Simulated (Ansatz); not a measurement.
**CoCl (charge +1): shapes and states compared**

Program: Ansatz, Gaussian basis, development build. Basis cc-pwCVTZ-DK on Co, cc-pVTZ-DK on Cl, scalar X2C without spin–orbit coupling, 10 orbitals frozen in the corrections; active space CAS(15,10). Restricted Hartree–Fock, then the lowest state-specific CASSCF solution met for each case. Coupled cluster stands on the determinant that it favours, not always the lowest RHF. Single-reference values can break down or jump between states where bonds are stretched. Solutions in different active orbitals can move differences by tenths of an eV and at times more than 1 eV.

Case A, quartet: bond length 2.0660 Å.

Case B, doublet: the shape of A.

Energy less that of case A, in eV:

| case | RHF/ROHF | CASSCF | CCSD(T) |
| --- | --- | --- | --- |
| B | +2.737 | +2.024 | +1.694 |

Problem. Give the SC-NEVPT2 energies against case A.

Solution. B: +2.061 eV (47.5 kcal/mol).

Problem. Which case is lowest, and do the methods agree?

Solution. A is lowest in SC-NEVPT2. Of the methods shown, RHF/ROHF, CASSCF, CCSD(T) agree.
